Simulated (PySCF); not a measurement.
Choosing a molecule for a target property.

All species are isolated and taken at one optimised geometry, non-relativistic unless stated; the electronic structure was computed with PySCF and density fitting.

The conformers computed, where there is a choice (atom-mapped SMILES and torsion angles):
- `[H]/[N:9]=[C:8]/[C:5]([CH2:4][SiH2:3][C:2]#[N:1])([F:6])[F:7]`: C2–Si3–C4–C5 87°, Si3–C4–C5–F6 65°, C4–C5–C8–N9 -79°
- `[CH3:1][CH:2][CH2:3][C@@:4]1([F:5])[CH2:6][S:7]1`: C1–C2–C3–C4 89°, C2–C3–C4–F5 -65°
- `[CH2-:1][C:2]([F:3])/[CH:4]=[C:5]([CH3:6])\[CH:7]=[CH:8]\[F:9]`: C1–C2–C4–C5 180°, C4–C5–C7–C8 180°

(1) Wanted: isotropic g value between 2.0028 and 2.005 (unrestricted B3LYP/pcH-1, mean-field spin–orbit) and smallest rotational constant below 0.7 GHz (GFN2-xTB), at GFN2-xTB geometries. Which candidate meets both?
A. `[CH2-][C](F)/C=C(C)\C=C\F` [radical]
B. `C[CH]C[C@@]1(F)CS1` [radical]
C. `C#C[Si@H]1[SiH2][SiH2][Si]1Cl` [radical]
D. `[H]/N=[C]/C(F)(F)C[SiH2]C#N` [radical]

Answers

(1) A. Computed values:
```
                                species  isotropic g value  smallest rotational constant
  [H]/N=[C]/C(F)(F)C[SiH2]C#N [radical]            2.00151                     0.724 GHz
           C[CH]C[C@@]1(F)CS1 [radical]            2.00262                     1.199 GHz
    [CH2-][C](F)/C=C(C)\C=C\F [radical]            2.00295                     0.647 GHz
C#C[Si@H]1[SiH2][SiH2][Si]1Cl [radical]            2.00774                     0.549 GHz
```
